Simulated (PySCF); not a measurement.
Isomers of C6H8F2O, one GFN2-xTB conformer each. Single-point energies are computed at PBE0/pcSseg-1 (PySCF, gas phase, no added dispersion term), electronic only.

```csv
SMILES,GFN2-xTB relative energy (kcal/mol)
C=C[C@@]1(F)CC[C@@H](F)O1,1.3
C[C@@H]1CCC(F)=C(F)O1,0.0
```

Conformers: `[CH2:1]=[CH:2][C@@:3]1([F:4])[CH2:5][CH2:6][C@@H:7]([F:8])[O:9]1` with C1–C2–C3–F4 -11°, C2–C3–C5–C6 151°, C3–C5–C6–C7 -34°, C5–C6–C7–F8 -86°, C6–C7–O9–C3 -14°; `[CH3:1][C@@H:2]1[CH2:3][CH2:4][C:5]([F:6])=[C:7]([F:8])[O:9]1` with C1–C2–C3–C4 179°, C2–C3–C4–C5 44°, C3–C4–C5–F6 164°, C5–C7–O9–C2 -13°.

What does PBE0/pcSseg-1 give for the same structures?

```json
{"SMILES": "C=C[C@@]1(F)CC[C@@H](F)O1", "PBE0/pcSseg-1 E (Eh)": "-507.75338", "PBE0/pcSseg-1 (kcal/mol)": "0.0", "GFN2-xTB (kcal/mol)": "1.3", "point group": "C1"}
{"SMILES": "C[C@@H]1CCC(F)=C(F)O1", "PBE0/pcSseg-1 E (Eh)": "-507.73715", "PBE0/pcSseg-1 (kcal/mol)": "10.2", "GFN2-xTB (kcal/mol)": "0.0", "point group": "C1"}
```

GFN2-xTB puts C[C@@H]1CCC(F)=C(F)O1 lowest instead. 

Which frontier levels, dipoles and rotational constants go with these structures?

```
                   SMILES  HOMO (eV, PBE0/pcSseg-1)  LUMO (eV)  dipole (D)      A, B, C (MHz)
C=C[C@@]1(F)CC[C@@H](F)O1                     -8.05      -0.10        2.03   3125, 1205, 1085
    C[C@@H]1CCC(F)=C(F)O1                     -6.42       0.87        4.01  2689, 1323, 921.2
```
